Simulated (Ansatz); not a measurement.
Isolated molecules relaxed with PBE0-D4/def2-TZVP in Ansatz; ΔE leaves out vibrations. CCSD(T)/CBS is the MP2 limit (def2-TZVPP, def2-QZVPP) plus CCSD(T) − MP2 in def2-TZVPP, frozen cores. This one scheme is used for every species. Functionals use def2-TZVPP. B3LYP here is the variant with VWN-RPA as its local correlation; programs differ in this. HSE06 is defined as in plane-wave codes. One conformer a species, not always the lowest.

Consider the ligand exchange at the Si–N bond: `N[SiH](Cl)O[SiH3]` + HCl → `[SiH3]O[SiH](Cl)Cl` + NH₃.

```csv
level,ΔE (kJ/mol),difference from CCSD(T)/CBS
LDA (SPW92),-29.8,5.5
revPBE-D4,-38.7,-3.4
BLYP-D4,-35.8,-0.5
r2SCAN-D4,-36.7,-1.4
B97M-V,-37.8,-2.5
PBE0-D4,-37.4,-2.1
B3LYP-D4,-34.8,0.5
r2SCANh-D4,-36.4,-1.1
r2SCAN0-D4,-35.7,-0.4
HSE06-D4,-37.7,-2.4
ωB97X-V,-35.0,0.3
ωB97M-V,-35.2,0.1
B2PLYP,-34.8,0.5
PBE-QIDH,-36.1,-0.8
PBE,-38.8,-3.5
revPBE,-41.5,-6.2
BLYP,-36.0,-0.7
r2SCAN,-36.9,-1.6
PBE0,-37.3,-2.0
B3LYP,-34.5,0.8
r2SCANh,-36.4,-1.1
r2SCAN0,-35.8,-0.5
HSE06,-37.4,-2.1
BHLYP,-32.7,2.6
CAM-B3LYP,-30.7,4.6
LC-ωPBE,-32.9,2.4
RPA@PBE/def2-TZVPP,-31.0,4.3
MP2/def2-SVP,-32.7,2.6
CCSD/def2-SVP,-31.0,4.3
CCSD(T)/def2-SVP,-31.6,3.7
MP2/def2-TZVPP,-35.9,-0.6
SCS-MP2/def2-TZVPP,-34.2,1.1
CCSD/def2-TZVPP,-31.2,4.1
CCSD(T)/def2-TZVPP,-32.2,3.1
HF/def2-QZVPP,-32.2,3.1
MP2/def2-QZVPP,-37.6,-2.3
SCS-MP2/def2-QZVPP,-35.7,-0.4
HF/CBS(def2),-32.1,3.2
MP2/CBS(def2),-39.0,-3.7
CCSD/CBS(def2),-34.3,1.0
CCSD(T)/CBS,-35.3,0
```

Task: What do rigid-rotor, harmonic-oscillator terms from PBE0-D4/def2-TZVP frequencies (298.15 K, 1 bar) make of the CCSD(T)/CBS value? (Estimate.)

Result: The calculation gave: ΔZPE = +8.6 kJ/mol, ΔH = -27.1 kJ/mol, ΔS = 9 J/(mol·K), ΔG = -29.9 kJ/mol. Modes under 50 cm⁻¹ make the entropy rough.

Largest T1 diagnostic among the species: 0.010.

At CCSD(T), def2-SVP lies +3.7 kJ/mol from the extrapolated value and def2-TZVPP +3.1 kJ/mol. Leaving LDA and LC-ωPBE aside and taking each functional with its dispersion term where it has one, the values, not all of them listed here, spread over 7.8 kJ/mol, from PBE-D4 to CAM-B3LYP-D4. LDA lies +9.0 kJ/mol from PBE without D4.
